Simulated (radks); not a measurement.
Results of a calculation; reference values are marked as such.
Valence configurations of Pm3+ (all share [Xe]). Code: a radial shooting solver on a logarithmic mesh with Libxc functionals. Model: Dirac Kohn-Sham, PBE, spin-unpolarised, spherical densities, finite nucleus; open shells are shared between the two j in proportion to 2j + 1; Fermi nuclear charge, rms radius 4.962 fm. Energies are relative to 4f4; eigenvalues in eV.

| valence | E (eV) | e(4f5/2) | e(4f7/2) | e(5d3/2) | e(5d5/2) | e(6p1/2) |
|---|---|---|---|---|---|---|
| 4f4 | 0.000 | -31.927 | -31.397 | - | - | - |
| 4f3.5 6s0.5 | 5.852 | -36.768 | -36.212 | - | - | - |
| 4f3 5d1 | 9.788 | -38.799 | -38.221 | -26.356 | -25.928 | - |
| 4f3 6s1 | 13.646 | -41.922 | -41.340 | - | - | - |
| 4f3 6p1 | 18.884 | -42.957 | -42.374 | - | - | -19.798 |
| 4f2 6s1 6p1 | 41.360 | -54.055 | -53.420 | - | - | -21.505 |
| 4f1 5d2 6s1 | 52.304 | -57.988 | -57.308 | -32.290 | -31.720 | - |

NIST lists [Xe] 4f4 as the ground configuration; this level of theory agrees among the configurations tried. The energies are those of spherical spin-averaged densities, not of single terms.
